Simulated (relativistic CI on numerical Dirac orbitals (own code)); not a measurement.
# Eu2+: calculation against measurement

Computed by Dirac-Coulomb-Breit CI, separate exchange-only KLI orbitals for each configuration, model QED, valence Slater integrals scaled by 0.85, P86 correlation energy added to each configuration (own radial code, finite nucleus).

Configuration list (outside the closed core [Xe]): 4f⁷, 4f⁶5d, 4f⁶6s, 4f⁶6p, 4f⁵6s², 4f⁶7s, 4f⁶7p, 4f⁶8s. Levels of other configurations are missing.

```csv
Configuration,Term (tabulated),J,Measured (cm⁻¹),Computed,Error,Purity (%)
4f⁷,8S°,7/2,0.0,0,0,98
4f⁷,6P°,7/2,28200.1,28089,-111,78
4f⁷,6I°,17/2,32073.3,30952,-1122,96
4f⁷,6I°,11/2,32179.5,31093,-1086,97
4f⁷,6I°,15/2,32307.8,31204,-1104,98
4f⁶5d,8D,3/2,35627.4,21132,-14496,66
4f⁶5d,8D,7/2,38229.1,23180,-15049,90
4f⁶5d,8D,9/2,39225.7,24163,-15063,93
4f⁶5d,8P,5/2,39769.1,27734,-12035,91
4f⁶5d,8D,11/2,40133.1,25124,-15009,94
4f⁶5d,8P,7/2,40870.6,28956,-11915,63
4f⁶5d,8P,9/2,42084.2,29800,-12284,95
4f⁶5d,6P,7/2,42530.9,28315,-14216,61
4f⁶5d,8F,13/2,42850.1,28444,-14406,57
4f⁶5d,6H,5/2,43395.8,29592,-13804,94
4f⁶5d,6H,7/2,43885.3,30188,-13697,94
4f⁶5d,6H,9/2,44553.8,30896,-13658,94
4f⁶5d,6H,11/2,45313.8,31686,-13628,93
4f⁶6s,8F,1/2,46096.4,34572,-11525,93
4f⁶5d,6H,13/2,46150.8,32540,-13611,90
4f⁶6s,8F,3/2,46519.3,35008,-11511,93
4f⁶5d,6H,15/2,47069.9,33461,-13609,86
4f⁶6s,8F,5/2,47173.3,35674,-11499,94
4f⁶6s,8F,7/2,47993.8,36500,-11494,95
4f⁶6s,6F,1/2,48259.6,37072,-11188,92
4f⁶6s,6F,3/2,48828.9,37738,-11091,81
4f⁶6s,8F,9/2,48925.2,37429,-11496,96
4f⁶5d,6F,11/2,49086.1,36876,-12210,85
4f⁶6s,6F,5/2,49610.8,38563,-11048,84
4f⁶5d,6G,5/2,49905.6,37135,-12771,79
4f⁶6s,8F,11/2,49926.0,38420,-11506,96
4f⁶5d,6D,9/2,49956.7,36791,-13166,56
4f⁶6s,6F,7/2,50805.6,39611,-11195,95
4f⁶6s,8F,13/2,50965.3,39438,-11527,94
4f⁶6s,6F,9/2,51848.2,40712,-11136,96
4f⁶6s,6F,11/2,52960.1,41838,-11122,95
```

Measured levels from Martin, Zalubas and Hagan, Atomic Energy Levels: The Rare-Earth Elements, NSRDS-NBS 60 (1978); pairs were made by configuration, J and term (by order where the table uses no LS term), so strongly mixed levels may be paired wrongly. Some J values or terms of the table were assigned by a fit.

Mean error by configuration (cm⁻¹): 4f⁷ -856; 4f⁶5d -13590; 4f⁶6s -11334. Over the excited levels the mean absolute error is 11297 cm⁻¹ (35 of the 51 excited levels that our extract of the source holds in range could be paired, and the others can miss by more), and the median relative error of those above 1,000 cm⁻¹ is 25 %.
